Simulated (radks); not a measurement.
Spherical quantum dot in the effective-mass picture: electrons in a parabolic well V = omega^2 r^2 / 2 with omega = 2.62, with a point charge +2 (a donor) at the centre, all in effective atomic units (hartree* = m*/eps^2 hartree, bohr* = eps/m* bohr), one dielectric constant everywhere. Method: non-relativistic Kohn-Sham, exchange-only LDA, spin-polarised, spherical densities; computed with a radial shooting solver with Libxc functionals. Levels are named by radial order and angular momentum (1s, 1p, 1d, 2s, ...), and open shells are averaged over m. Results are scaled to m* = 0.08 and eps = 15.5, for which hartree* = 9.061 meV and bohr* = 10.25 nm. Each electron was tried in the lowest free levels, single moves between levels near the top were tried too, and the lowest total energy was kept; such a search can miss a lower state. At N = 1 the Hartree and exchange-correlation terms need not cancel, so that row can carry a self-interaction error.

N,open shells,2S,E (meV),mu = E(N) - E(N-1) (meV),addition energy mu(N+1) - mu(N) (meV),e(HOMO) (meV),rms radius (nm)
1,"1s(up 1, down 0)",1,-3.60062,-3.6006,15.65,2.1775,5.866
2,none,0,8.44817,12.049,44.35,17.237,6.227
3,"1p(up 1, down 0)",1,64.8479,56.400,7.637,60.149,7.624
4,"1p(up 2, down 0)",2,128.884,64.037,7.826,67.945,8.332
5,"1p(up 3, down 0)",3,200.747,71.863,10.60,75.774,8.806
6,"1p(up 3, down 1)",2,283.209,82.461,6.980,85.879,9.192
7,"1p(up 3, down 2)",1,372.650,89.441,7.196,93.029,9.506
8,none,0,469.287,96.637,20.57,100.24,9.778
9,"2s(up 1, down 0)",1,586.493,117.21,7.393,120.47,10.20
10,none,0,711.093,124.60,12.82,127.82,10.55
11,"1d(up 1, down 0)",1,848.508,137.42,6.007,140.42,10.88
12,"1d(up 2, down 0)",2,991.931,143.42,5.994,146.42,11.17
13,"1d(up 3, down 0)",3,1141.35,149.42,5.965,152.40,11.42
14,"1d(up 4, down 0)",4,1296.73,155.38,5.927,158.35,11.66
15,"1d(up 5, down 0)",5,1458.04,161.31,7.737,164.26,11.87
16,"1d(up 5, down 1)",4,1627.08,169.05,5.633,171.86,12.07
17,"1d(up 5, down 2)",3,1801.76,174.68,5.631,177.50,12.26
18,"1d(up 5, down 3)",2,1982.07,180.31,5.613,183.12,12.44
19,"1d(up 5, down 4)",1,2167.99,185.92,5.586,188.72,12.61
20,none,0,2359.50,191.51,22.42,194.29,12.77
21,"1f(up 1, down 0)",1,2573.42,213.93,5.072,216.46,12.99
22,"1f(up 2, down 0)",2,2792.42,219.00,5.058,221.53,13.19
23,"1f(up 3, down 0)",3,3016.48,224.06,5.040,226.58,13.38
24,"1f(up 4, down 0)",4,3245.58,229.10,5.020,231.61,13.56
25,"1f(up 5, down 0)",5,3479.69,234.12,4.997,236.62,13.73
26,"1f(up 6, down 0)",6,3718.81,239.11,4.973,241.60,13.89
27,"1f(up 7, down 0)",7,3962.89,244.09,5.390,246.56,14.04
28,"1f(up 7, down 0) 2p(up 1, down 0)",8,4212.37,249.48,5.078,252.02,14.19
29,"1f(up 7, down 0) 2p(up 2, down 0)",9,4466.92,254.56,5.064,257.09,14.33
30,"1f(up 7, down 0) 2p(up 3, down 0)",10,4726.54,259.62,5.892,262.15,14.47
31,"1f(up 7, down 1) 2p(up 3, down 0)",9,4992.05,265.51,4.717,267.87,14.61
32,"1f(up 7, down 2) 2p(up 3, down 0)",8,5262.28,270.23,4.709,272.58,14.74
33,"1f(up 7, down 3) 2p(up 3, down 0)",7,5537.22,274.94,-,277.29,14.86

All shells are closed at N = 2, 8, 10, 20 (there: 1s2 1p6 1d10 2s2); the second difference of the energy has clear peaks (12 % above both neighbours; the first and last values, which can be the largest, are not judged, and half-filled shells can peak too) at N = 2, 5, 8, 10, 15, 20, 30.
